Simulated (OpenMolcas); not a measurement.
An OpenMolcas run meant for Hg (ANO-RCC-VDZ, DKH4; inactive shells 1s 2s 2p 3s 3p 3d 4s 4p 4d 4f 5s 5p 5d; intended active space 2 electrons in 4 orbitals (6s 6p)). One step of its input:

```
&CASPT2
Multistate=1 1
Frozen=15 19
IPEA=0.25
Shift=2.0
MaxIter=60
WThr=0.0 0.3 0.05
PrWF=0.5
NoMix
```

The run finished. Its levels beside those of a sound run (SS-CASPT2, IPEA 0.25 Eh, imaginary shift 0.1 Eh (closed shells correlated: 5d)), in cm⁻¹ above each run's lowest level:

| Level | This run | Usual run |
| --- | --- | --- |
| 6s² ¹S₀ | 0.0 | 0.0 |
| 6s 6p ³P°₀ | 33248 | 33658 |
| 6s 6p ³P°₁ | 34863 | 35269 |
| 6s 6p ³P°₂ | 38494 | 38904 |
| 6s 6p ¹P°₁ | 56228 | 56045 |

Which setting is unsound, and how much does it matter here?

The level shift is far above the usual 0.1 to 0.3 hartree and damps the second-order energy. Against the sound run the excited levels shown move by 350 cm-1 on average and by 410 cm-1 at most.

Some high roots are left out of the spin-orbit mixing, which shifts the levels that they would mix with. Spin-orbit splittings of 6p shells tend to come out small when the coupling is added on scalar orbitals. Only configurations of the active space appear.

° marks odd parity.
